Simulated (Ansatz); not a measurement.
Program: Ansatz. Geometries: PBE0-D4/def2-TZVP. ΔE: electronic, gas phase. CCSD(T)/CBS adds triple-zeta CCSD(T) − MP2 to the extrapolated MP2 energy (def2 sets, frozen cores). This one scheme is used for every species. DFT in def2-TZVPP. B3LYP here is the variant with VWN-RPA as its local correlation; programs differ in this. HSE06 is defined as in plane-wave codes. For Ge, Se outer-core shells are correlated without core-valence functions, which leaves a few kJ/mol of doubt a bond. Scalar relativity is left out up to krypton. One conformer a species, not always the lowest.

Reaction (ligand exchange at the Se–Ge bond): `[Cl][GeH2][SeH]` + PH₃ → `P[SeH]` + `[Cl][GeH3]`

```json
{"level": "LDA (SPW92)", "ΔE (kcal/mol)": "8.7", "difference from CCSD(T)/CBS": "-1.0"}
{"level": "PBE-D4", "ΔE (kcal/mol)": "8.9", "difference from CCSD(T)/CBS": "-0.8"}
{"level": "revPBE-D4", "ΔE (kcal/mol)": "8.6", "difference from CCSD(T)/CBS": "-1.1"}
{"level": "BLYP-D4", "ΔE (kcal/mol)": "9.2", "difference from CCSD(T)/CBS": "-0.5"}
{"level": "r2SCAN-D4", "ΔE (kcal/mol)": "9.4", "difference from CCSD(T)/CBS": "-0.3"}
{"level": "B97M-V", "ΔE (kcal/mol)": "8.7", "difference from CCSD(T)/CBS": "-1.0"}
{"level": "PBE0-D4", "ΔE (kcal/mol)": "9.3", "difference from CCSD(T)/CBS": "-0.4"}
{"level": "B3LYP-D4", "ΔE (kcal/mol)": "9.5", "difference from CCSD(T)/CBS": "-0.2"}
{"level": "r2SCAN0-D4", "ΔE (kcal/mol)": "9.7", "difference from CCSD(T)/CBS": "0.0"}
{"level": "HSE06-D4", "ΔE (kcal/mol)": "9.3", "difference from CCSD(T)/CBS": "-0.4"}
{"level": "BHLYP-D4", "ΔE (kcal/mol)": "10.2", "difference from CCSD(T)/CBS": "0.5"}
{"level": "CAM-B3LYP-D4", "ΔE (kcal/mol)": "9.6", "difference from CCSD(T)/CBS": "-0.1"}
{"level": "ωB97X-V", "ΔE (kcal/mol)": "9.5", "difference from CCSD(T)/CBS": "-0.2"}
{"level": "B2PLYP", "ΔE (kcal/mol)": "9.6", "difference from CCSD(T)/CBS": "-0.1"}
{"level": "PBE-QIDH", "ΔE (kcal/mol)": "9.9", "difference from CCSD(T)/CBS": "0.2"}
{"level": "PBE", "ΔE (kcal/mol)": "8.5", "difference from CCSD(T)/CBS": "-1.2"}
{"level": "revPBE", "ΔE (kcal/mol)": "8.3", "difference from CCSD(T)/CBS": "-1.4"}
{"level": "BLYP", "ΔE (kcal/mol)": "8.6", "difference from CCSD(T)/CBS": "-1.1"}
{"level": "r2SCAN", "ΔE (kcal/mol)": "9.3", "difference from CCSD(T)/CBS": "-0.4"}
{"level": "PBE0", "ΔE (kcal/mol)": "8.9", "difference from CCSD(T)/CBS": "-0.8"}
{"level": "B3LYP", "ΔE (kcal/mol)": "9.0", "difference from CCSD(T)/CBS": "-0.7"}
{"level": "r2SCANh", "ΔE (kcal/mol)": "9.4", "difference from CCSD(T)/CBS": "-0.3"}
{"level": "HSE06", "ΔE (kcal/mol)": "9.0", "difference from CCSD(T)/CBS": "-0.7"}
{"level": "BHLYP", "ΔE (kcal/mol)": "9.4", "difference from CCSD(T)/CBS": "-0.3"}
{"level": "CAM-B3LYP", "ΔE (kcal/mol)": "9.2", "difference from CCSD(T)/CBS": "-0.5"}
{"level": "RPA@PBE/def2-TZVPP", "ΔE (kcal/mol)": "10.0", "difference from CCSD(T)/CBS": "0.3"}
{"level": "HF/def2-SVP", "ΔE (kcal/mol)": "10.5", "difference from CCSD(T)/CBS": "0.8"}
{"level": "MP2/def2-SVP", "ΔE (kcal/mol)": "11.7", "difference from CCSD(T)/CBS": "2.0"}
{"level": "CCSD(T)/def2-SVP", "ΔE (kcal/mol)": "11.3", "difference from CCSD(T)/CBS": "1.6"}
{"level": "HF/def2-TZVPP", "ΔE (kcal/mol)": "10.0", "difference from CCSD(T)/CBS": "0.3"}
{"level": "MP2/def2-TZVPP", "ΔE (kcal/mol)": "10.7", "difference from CCSD(T)/CBS": "1.0"}
{"level": "SCS-MP2/def2-TZVPP", "ΔE (kcal/mol)": "10.3", "difference from CCSD(T)/CBS": "0.6"}
{"level": "CCSD/def2-TZVPP", "ΔE (kcal/mol)": "10.5", "difference from CCSD(T)/CBS": "0.8"}
{"level": "CCSD(T)/def2-TZVPP", "ΔE (kcal/mol)": "10.4", "difference from CCSD(T)/CBS": "0.7"}
{"level": "HF/def2-QZVPP", "ΔE (kcal/mol)": "9.6", "difference from CCSD(T)/CBS": "-0.1"}
{"level": "MP2/def2-QZVPP", "ΔE (kcal/mol)": "10.1", "difference from CCSD(T)/CBS": "0.4"}
{"level": "SCS-MP2/def2-QZVPP", "ΔE (kcal/mol)": "9.7", "difference from CCSD(T)/CBS": "0.0"}
{"level": "HF/CBS(def2)", "ΔE (kcal/mol)": "9.5", "difference from CCSD(T)/CBS": "-0.2"}
{"level": "MP2/CBS(def2)", "ΔE (kcal/mol)": "9.9", "difference from CCSD(T)/CBS": "0.2"}
{"level": "CCSD/CBS(def2)", "ΔE (kcal/mol)": "9.7", "difference from CCSD(T)/CBS": "0.0"}
{"level": "CCSD(T)/CBS", "ΔE (kcal/mol)": "9.7", "difference from CCSD(T)/CBS": "0"}
```

Largest T1 diagnostic among the species: 0.013.

From BLYP to BHLYP (50 % exact exchange), in def2-TZVPP and without D4, ΔE moves by +0.9 kcal/mol. At CCSD(T), def2-SVP lies +1.6 kcal/mol from the extrapolated value and def2-TZVPP +0.7 kcal/mol. Leaving LDA and LC-ωPBE aside and taking each functional with its dispersion term where it has one, the values spread over 1.5 kcal/mol, from revPBE-D4 to BHLYP-D4.
